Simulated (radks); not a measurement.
Valence configurations of Er III (all share [Xe]). Method: scalar-relativistic Kohn-Sham, PBE, spin-polarised, spherical densities, finite nucleus; open shells are filled with parallel spins first (spin-orbit coupling, left out, can overturn this in heavy ions); Fermi nuclear charge, rms radius 5.2516 fm; computed with a radial shooting solver on a logarithmic mesh with Libxc functionals. Energies are relative to 4f12; eigenvalues in eV for spin up.

\begin{tabular}{lrrrrrr}
valence & E (eV) & moment (Bohr magnetons) & e(4f) & e(5d) & e(6p) & e(6s) \\ \hline
4f12 & 0.000 & 2 & -18.143 & - & - & - \\
4f11.5 6s0.5 & 1.508 & 3 & -22.622 & - & - & -16.225 \\
4f11 6s1 & 4.521 & 4 & -27.510 & - & - & -17.446 \\
4f11 6p1 & 9.553 & 4 & -28.835 & - & -13.133 & - \\
4f10 5d0.5 6s1.5 & 15.741 & 5 & -36.816 & -20.113 & - & -18.775 \\
4f10 6s2 & 16.790 & 4 & -38.359 & - & - & -19.089 \\
4f10 6s1 6p1 & 21.449 & 6 & -39.560 & - & -14.702 & -20.396 \\
4f10 6p2 & 27.119 & 6 & -40.821 & - & -15.304 & - \\
\end{tabular}

NIST lists [Xe] 4f12 as the ground configuration; this level of theory agrees among the configurations tried. The energies are those of spherical high-spin densities, not of single terms.
